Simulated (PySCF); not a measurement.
Two species compared at the same levels of theory.

First species: C3H7O2P.
Cartesian coordinates in Å at the GFN2-xTB level; atoms count from 1:
```
atom  x, y, z in Å
C1     2.261   -0.165    0.422
O2     0.913   -0.392    0.021
C3     0.003   -0.501    0.985
O4     0.219   -0.418    2.163
P5    -1.621   -0.916    0.214
C6    -1.776    0.571   -0.879
H7     2.877   -0.342   -0.456
H8     2.379    0.863    0.770
H9     2.530   -0.847    1.230
H10   -2.351   -0.412    1.291
H11   -2.783    0.586   -1.290
H12   -1.065    0.478   -1.698
H13   -1.589    1.494   -0.333
```

Second species: C₇H₁₆NP.
Geometry (GFN2-xTB, Å), atoms numbered from 1 in this order:
```
atom  x, y, z in Å
C1    -3.7478   -0.0594    0.2665
C2    -2.6314    0.9656    0.0574
C3    -1.2777    0.3184    0.1112
C4    -0.9493   -0.6310   -0.9957
P5    -0.2945    0.6944    1.4245
C6     1.2207   -0.3819    1.1444
N7     1.9507   -0.0512   -0.0618
C8     2.9773   -1.0362   -0.3364
C9     2.5039    1.2840   -0.0015
H10   -4.7183    0.4310    0.2473
H11   -3.6262   -0.5512    1.2292
H12   -3.7292   -0.8171   -0.5130
H13   -2.7701    1.4495   -0.9144
H14   -2.7013    1.7321    0.8331
H15   -1.5600   -0.4194   -1.8717
H16    0.1023   -0.5580   -1.2634
H17   -1.1459   -1.6597   -0.6860
H18    1.8535   -0.2852    2.0473
H19    0.8886   -1.4234    1.0850
H20    3.7292   -1.0978    0.4660
H21    3.4816   -0.7737   -1.2657
H22    2.5155   -2.0160   -0.4551
H23    3.2571    1.3944    0.7939
H24    1.6951    1.9920    0.1843
H25    2.9653    1.5238   -0.9589
```

Levels: PBE0/pcSseg-1 for dipole moment, HOMO energy, LUMO energy and HOMO–LUMO gap; GFN2-xTB for rotational constant A and rotational constant C. Geometries: GFN2-xTB. Each structure is a single optimised conformer of the isolated species, non-relativistic unless stated; the electronic structure was computed with PySCF and density fitting.

Dipoles, sizes and rotational constants follow the conformer. The torsions of the flexible species, by atom-mapped SMILES:
- `[CH3:1][O:2][C:3](=[O:4])[PH:5][CH3:6]`: C1–O2–C3–O4 0°, O2–C3–P5–C6 -59°
- `[CH3:1][CH2:2]/[C:3]([CH3:4])=[P:5]/[CH2:6][N:7]([CH3:8])[CH3:9]`: C1–C2–C3–C4 67°, C3–P5–C6–N7 64°, P5–C6–N7–C8 -171°

```csv
property,column X,column Y
dipole moment,2.41 D,1.63 D
HOMO energy,-7.13 eV,-6.23 eV
LUMO energy,-0.20 eV,-1.13 eV
HOMO–LUMO gap,6.93 eV,5.10 eV
rotational constant A,5.021 GHz,2.779 GHz
rotational constant C,1.580 GHz,0.639 GHz
```

Q: Which column belongs to which species?

A: Column X is the first species and column Y the second. The first has 13 atoms and 56 electrons, the second 25 and 80.

Q: How does each property change from the first species to the second?

A: dipole moment -0.78 D; HOMO energy +0.90 eV; LUMO energy -0.93 eV; HOMO–LUMO gap -1.83 eV; rotational constant A -2.242 GHz; rotational constant C -0.941 GHz.

On the first: The dipole equals about 8.0 × 10⁻³⁰ C·m (1 D = 3.33564 × 10⁻³⁰ C·m). A dipole of 2.41 D is allowed in C1, and pure rotational transitions are dipole-allowed.

On the second: In atomic units the dipole is 0.64 e·bohr (1 au = 2.5417 D).
